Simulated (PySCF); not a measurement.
Structure revision by computed shifts

A compound C4H13FOSi3 gives the data below (simulated from a calculation) and was assigned the structure `CC[SiH2]O/C([SiH3])=C/[SiH2]F`.

¹³C{¹H} NMR (computed): δ 192.1 (C), 121.1 (CH), 11.3 (CH3), 8.6 (CH2).

¹H NMR (600 MHz, computed): δ 6.16 (m, 1H), 5.29 (d, 2H), 5.13 (s, 3H), 4.41 (m, 2H), 1.28 (t, 3H), 1.06 (m, 2H).

PySCF 2.14 calculation with GIAO PBE0/pcSseg-1 shieldings and geometry from GFN2-xTB; no relativistic terms, gas phase, averaged over atoms made equivalent by symmetry, fast rotation or ring inversion, one conformer.

Chemical shifts δ = σref − σ; ¹H and ¹³C vs TMS, all at this level.

(1) Compare with the shifts computed for the proposed structure, pairing carbons in order of shift.

(2) Which isomer fits?

## Answers

(1) Atoms are numbered as in `[CH3:1][CH2:2][SiH2:3][O:4]/[C:5]([SiH3:6])=[CH:7]/[SiH2:8][F:9]`. Hydrogens are named by the atom that carries them.

```
atom  computed for proposal  given list  difference
  C5                  175.1       192.1       -17.0
  C7                  115.8       121.1        -5.3
  C2                    8.6        11.3        -2.7
  C1                    6.8         8.6        -1.8
```

The rms difference is 9.1 ppm and the largest -17.0 ppm at C5 (alkene carbon bearing oxygen). The carbon types in order of shift don't match either: C, CH, CH2, CH3 for the proposal against C, CH, CH3, CH2 in the data. The proposal doesn't fit.

(2) SMILES CC[SiH2]/C(F)=C\[SiH2]O[SiH3].

Carbon types of the structure: 1 × C, 1 × CH, 1 × CH2, 1 × CH3, leaving 7 H on heteroatoms. δC 192.1: fully substituted alkene carbon. δC 121.1: alkene CH; an sp2 carbon of a C=C bond. δC 8.6: sp3 CH2 bonded to Si; an electropositive neighbour leaves it electron-rich and shielded. δH 6.16: hydrogen on an alkene CH; a vinylic proton, deshielded by the sp2 carbon and the C=C anisotropy.

Other isomers checked: C=C(F)[SiH2]O[SiH2][SiH](C)C (rms 12.9 ppm).

The data come from this structure; uniqueness wasn't tested.

Splittings by ¹⁹F in the carbon and heteronuclear signals aren't shown, as no couplings were computed. Shifts are as computed. Against solution values, carbons near 30 ppm lie about +3 ppm off and those near 130 ppm about +5 ppm. Of 1309 compounds with measured shifts, 239 miss one by over three times the rms of a fit or turn the order of signals round; such compounds aren't used in these exercises. No couplings were computed; multiplicities are counted from neighbouring protons, with m where these are inequivalent, close in shift, in a saturated or five-membered ring or joined by F or P, and br s for small geminal =CH2 splittings.
